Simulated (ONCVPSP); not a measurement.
Building the ONCV potential for manganese (PBE, scalar-relativistic).

The input file (ONCVPSP 4.0.1):

```
# ATOM AND REFERENCE CONFIGURATION
# atsym  z   nc   nv     iexc    psfile
  Mn 25.00    4    3        4      upf
#
#   n    l    f
    1    0    2.00
    2    0    2.00
    2    1    6.00
    3    0    2.00
    3    1    6.00
    3    2    5.00
    4    0    2.00
#
# PSEUDOPOTENTIAL AND OPTIMIZATION
# lmax
    2
#
#   l,   rc,      ep,       ncon, nbas, qcut
    0    2.15    0.00    4    7    2.40
    1    1.00    0.00    4    7    7.70
    2    1.55    0.00    4    8   10.30
#
# LOCAL POTENTIAL
# lloc, lpopt,  rc(5),   dvloc0
    4    5    0.90    0.00
#
# VANDERBILT-KLEINMAN-BYLANDER PROJECTORs
# l, nproj, debl
    0    2    1.70
    1    2    0.90
    2    3    3.30
#
# MODEL CORE CHARGE
# icmod, fcfact, rcfact
    2    0.20    0.70
#
# LOG DERIVATIVE ANALYSIS
# epsh1, epsh2, depsh
   -4.00    5.00    0.02
#
# OUTPUT GRID
# rlmax, drl
    6.00    0.01
#
# TEST CONFIGURATIONS
# ncnf
    4
# nvcnf
#   n    l    f
    3
    3    1    6.00
    3    2    5.00
    4    0    1.00
#
    3
    3    1    6.00
    3    2    5.00
    4    0    0.00
#
    3
    3    1    6.00
    3    2    4.00
    4    0    0.00
#
    3
    3    1    6.00
    3    2    5.50
    4    0    1.50
#
```

Command:

```bash
oncvpsp.x < Mn.dat > Mn.out
```

Output (shortened: citation, most of the input echo, consistency checks and plot data are left out):

```
ONCVPSP  (Optimized Norm-Conservinng Vanderbilt PSeudopotential)
scalar-relativistic version 4.0.1

#   n    l    f        energy (Ha)
    1    0    2.00    -2.3628157E+02
    2    0    2.00    -2.7339599E+01
    2    1    6.00    -2.3159010E+01
    3    0    2.00    -3.1560113E+00
    3    1    6.00    -2.0062648E+00
    3    2    5.00    -2.4883309E-01
    4    0    2.00    -1.8768735E-01

Reference configufation results
  iterations    28
  all-electron total energy (Ha)   -1.15829576D+03

Begin loop to  construct optimized pseudo wave functions
and semi-local pseudopoentials for all angular momenta

   Wellstate for l =  0  n =  6
     eigenvalue =   1.5123
     asymptotic potential =   2.0123
     half-point radius =  4.9054

Calculating optimized projector #   1

 for l=   0

    Fraction of norm inside rc  0.217979
    Optimizing pswf for qcut=   2.39 a_B^-1,  ecut=   2.86 Ha
    Residual kinetic energy error=  4.15D-03 Ha

    Energy error per electron        Cutoff
         Ha          eV             Ha
         0.01000     0.27211        2.20
         0.00100     0.02721        6.21
         0.00010     0.00272       18.52
         0.00001     0.00027       23.74

Calculating optimized projector #   2

 for l=   0

    Fraction of norm inside rc  0.131307
    Optimizing pswf for qcut=   2.39 a_B^-1,  ecut=   2.86 Ha
    Residual kinetic energy error=  9.15D-02 Ha

    Energy error per electron        Cutoff
         Ha          eV             Ha
         0.01000     0.27211        4.97
         0.00100     0.02721       21.16
         0.00010     0.00272       36.88
         0.00001     0.00027       46.41

WARNING wellstate: negative energy specified for n= 4 l=  1
WARNING scattering state with energy  0.25000000
WARNING will be used for the first projector

   Wellstate for l =  1  n =  4
     eigenvalue =   0.2500
     asymptotic potential =   0.7500
     half-point radius =  3.3931

Calculating optimized projector #   1

 for l=   1

    Fraction of norm inside rc  0.657743
    Optimizing pswf for qcut=   7.69 a_B^-1,  ecut=  29.60 Ha
    Residual kinetic energy error=  4.95D-04 Ha

    Energy error per electron        Cutoff
         Ha          eV             Ha
         0.01000     0.27211       21.87
         0.00100     0.02721       27.61
         0.00010     0.00272       77.00
         0.00001     0.00027      145.09

Calculating optimized projector #   2

 for l=   1

    Fraction of norm inside rc  0.052172
    Optimizing pswf for qcut=   7.69 a_B^-1,  ecut=  29.60 Ha
    Residual kinetic energy error=  1.12D-04 Ha

    Energy error per electron        Cutoff
         Ha          eV             Ha
         0.01000     0.27211       17.42
         0.00100     0.02721       23.97
         0.00010     0.00272       30.42
         0.00001     0.00027       76.66

   Wellstate for l =  2  n =  5
     eigenvalue =   3.0512
     asymptotic potential =   3.5512
     half-point radius =  2.8807

   Wellstate for l =  2  n =  6
     eigenvalue =   6.3512
     asymptotic potential =   6.8512
     half-point radius =  2.7249

Calculating optimized projector #   1

 for l=   2

    Fraction of norm inside rc  0.754797
    Optimizing pswf for qcut=  10.29 a_B^-1,  ecut=  52.98 Ha
    Residual kinetic energy error=  2.15D-06 Ha

    Energy error per electron        Cutoff
         Ha          eV             Ha
         0.01000     0.27211       34.13
         0.00100     0.02721       40.91
         0.00010     0.00272       45.77
         0.00001     0.00027       49.96

Calculating optimized projector #   2

 for l=   2

    Fraction of norm inside rc  0.160719
    Optimizing pswf for qcut=  10.29 a_B^-1,  ecut=  52.98 Ha
    Residual kinetic energy error=  3.88D-05 Ha

    Energy error per electron        Cutoff
         Ha          eV             Ha
         0.01000     0.27211       37.49
         0.00100     0.02721       44.96
         0.00010     0.00272       50.87
         0.00001     0.00027       87.94

Calculating optimized projector #   3

 for l=   2

    Fraction of norm inside rc  0.142655
    Optimizing pswf for qcut=  10.29 a_B^-1,  ecut=  52.98 Ha
    Residual kinetic energy error=  4.01D-04 Ha

    Energy error per electron        Cutoff
         Ha          eV             Ha
         0.01000     0.27211       43.05
         0.00100     0.02721       50.54
         0.00010     0.00272       69.28
         0.00001     0.00027      138.68

Construct Vanderbilt / Kleinmman-Bylander projectors

B matrix Hermiticity error, ll=   0
   1   2   -5.8381E-05

  Orthonormal projector coefficients  9.1379E+00  9.0350E-01

B matrix Hermiticity error, ll=   1
   1   2    2.4464E-04

  Orthonormal projector coefficients  7.0320E+00  1.4050E+00

B matrix Hermiticity error, ll=   2
   1   2   -2.5166E-04
   1   3    2.5455E-04
   2   3    2.5409E-04

  Orthonormal projector coefficients -7.4392E+00 -3.8342E+00 -1.1228E+00

Model core correction analysis
  based on d2Exc/dn_idn_j

d2excae - all-electron derivatives

   -3.767692D-02   -2.740291D-02   -2.442085D-03
   -2.740321D-02   -2.495667D-02   -7.567417D-03
   -2.441660D-03   -7.565503D-03   -3.080628D-02

d2excps - pseudofunction derivatives with no core correction

   -4.487562D-02   -3.315938D-02   -2.079032D-03
   -3.315985D-02   -2.933344D-02   -7.687073D-03
   -2.078564D-03   -7.685049D-03   -3.101466D-02

rms 2nd derivative error    3.909942E-03

amplitude prefactor, scale prefactor
    0.7017    2.6266

d2excps - pseudofunction derivatives with core correction

   -3.805940D-02   -2.904429D-02   -2.011662D-03
   -2.904448D-02   -2.628995D-02   -7.572810D-03
   -2.011209D-03   -7.570776D-03   -3.093234D-02

rms 2nd derivative error    9.248625E-04

Pseudoatom total energy  -73.018667

Diagnostic tests using Vanderbilt-Kleinman-Bylander pseudopotentials
  1 or more projectors used as specified by nproj input data

   l    rcore       rmatch      e in        delta e   norm test  slope test

   0   2.1543619   2.2197729  -0.1876873  -0.0000002   1.0000167   1.0000108
   0   2.1543619   2.2197729   1.5123126   0.0000007   1.0001535   1.0001535

   1   1.0017910   1.0322075  -2.0062648  -0.0000316   1.0001493   1.0001952
   1   1.0017910   1.0322075   0.2500000   0.0000125   1.0003501   1.0003501

   2   1.5503498   1.5974218  -0.2488331  -0.0000030   1.0000861   1.0000915
   2   1.5503498   1.5974218   3.0511669   0.0000678   1.0001954   1.0001954
   2   1.5503498   1.5974218   6.3511669  -0.0000005   1.0004352   1.0004352

 Testing for bound ghosts
   n   l    E NL Schr. Eq   E Basis Diag.   E Cutoff

       0                       -3.467113     40.06  WARNING - GHOST(-)
   1   0       -0.187688       -0.177499     40.06

   2   1       -2.006296       -2.004317    221.28

   3   2       -0.248836       -0.245829    184.43

 Testing for highly-localized positive-energy ghosts
       l    <radius>/rc     E Basis Diag.   E Cutoff

Test configuration 0

   n   l     f        eae           eps        diff
   1   0  2.0000 -236.28156533
   2   0  2.0000  -27.33959878
   2   1  6.0000  -23.15901013
   3   0  2.0000   -3.15601129
   3   1  6.0000   -2.00626481   -2.00629637   -3.16D-05
   3   2  5.0000   -0.24883309   -0.24883609   -3.00D-06
   4   0  2.0000   -0.18768735   -0.18768755   -2.00D-07

    Total energies and differences
      AE_ref= -1.15829576D+03  AE_tst= -1.15829576D+03  dif=  0.00D+00
      PS_ref= -7.30186666D+01  PS_tst= -7.30186666D+01  dif= -5.68D-14
      PSP excitation error=  5.68D-14

Test configuration 1

   n   l     f        eae           eps        diff
   1   0  2.0000 -236.58646210
   2   0  2.0000  -27.63769634
   2   1  6.0000  -23.45768062
   3   0  2.0000   -3.45823770
   3   1  6.0000   -2.30896586   -2.30643772    2.53D-03
   3   2  5.0000   -0.54785911   -0.54671269    1.15D-03
   4   0  1.0000   -0.43650685   -0.43680968   -3.03D-04

    Total energies and differences
      AE_ref= -1.15829576D+03  AE_tst= -1.15798646D+03  dif=  3.09D-01
      PS_ref= -7.30186666D+01  PS_tst= -7.27092051D+01  dif=  3.09D-01
      PSP excitation error= -1.65D-04

Test configuration 2

   n   l     f        eae           eps        diff
   1   0  2.0000 -236.94529016
   2   0  2.0000  -27.98656573
   2   1  6.0000  -23.80738106
   3   0  2.0000   -3.81096504
   3   1  6.0000   -2.66172490   -2.65502483    6.70D-03
   3   2  5.0000   -0.89366356   -0.89038402    3.28D-03

    Total energies and differences
      AE_ref= -1.15829576D+03  AE_tst= -1.15741322D+03  dif=  8.83D-01
      PS_ref= -7.30186666D+01  PS_tst= -7.21354740D+01  dif=  8.83D-01
      PSP excitation error= -6.52D-04

Test configuration 3

   n   l     f        eae           eps        diff
   1   0  2.0000 -237.63747944
   2   0  2.0000  -28.70325357
   2   1  6.0000  -24.52193477
   3   0  2.0000   -4.47717876
   3   1  6.0000   -3.31818261   -3.31209558    6.09D-03
   3   2  4.0000   -1.51418555   -1.50715141    7.03D-03

    Total energies and differences
      AE_ref= -1.15829576D+03  AE_tst= -1.15621816D+03  dif=  2.08D+00
      PS_ref= -7.30186666D+01  PS_tst= -7.09452801D+01  dif=  2.07D+00
      PSP excitation error=  4.21D-03

Test configuration 4

   n   l     f        eae           eps        diff
   1   0  2.0000 -236.19642943
   2   0  2.0000  -27.24249840
   2   1  6.0000  -23.06302803
   3   0  2.0000   -3.07014699
   3   1  6.0000   -1.92333184   -1.92078166    2.55D-03
   3   2  5.5000   -0.17975637   -0.17897770    7.79D-04
   4   0  1.5000   -0.16841615   -0.16892516   -5.09D-04

    Total energies and differences
      AE_ref= -1.15829576D+03  AE_tst= -1.15831347D+03  dif= -1.77D-02
      PS_ref= -7.30186666D+01  PS_tst= -7.30360039D+01  dif= -1.73D-02
      PSP excitation error= -3.71D-04
```

Note: ghosts flagged at negative energy: s at -94.3 eV; no localised positive-energy state flagged. A true bound ghost makes a file unfit for plane-wave use.

The run took about 5.6 s on one core of a shared server CPU.
